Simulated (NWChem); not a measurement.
System: CBr₂F₂; SMILES FC(F)(Br)Br

The following NWChem deck was run.

```
start job
memory heap 200 mb stack 900 mb global 1100 mb
geometry units angstroms noautoz
  F      0.000000    -1.071124    -1.438924
  C      0.000000     0.000000    -0.667598
  F      0.000000     1.071124    -1.438924
  Br     1.600080     0.000000     0.421989
  Br    -1.600080     0.000000     0.421989
end
basis spherical
  * library def2-tzvpd
end
dft
  xc becke88 lyp
  iterations 150
  semidirect filesize 400000000
  mulliken
end
task dft energy
```

Structure relaxed at the PBE0/def2-SVP level.

Question: Predict the main results of this run. (BLYP/def2-TZVPD.) Quantities: energy (Ha); highest occupied level (eV); orbital gap (eV); dipole (D).

Answer: 
```json
{
  "energy (Ha)": "-5386.22",
  "highest occupied level (eV)": "-7.13",
  "orbital gap (eV)": "4.45",
  "dipole (D)": "0.36"
}
```
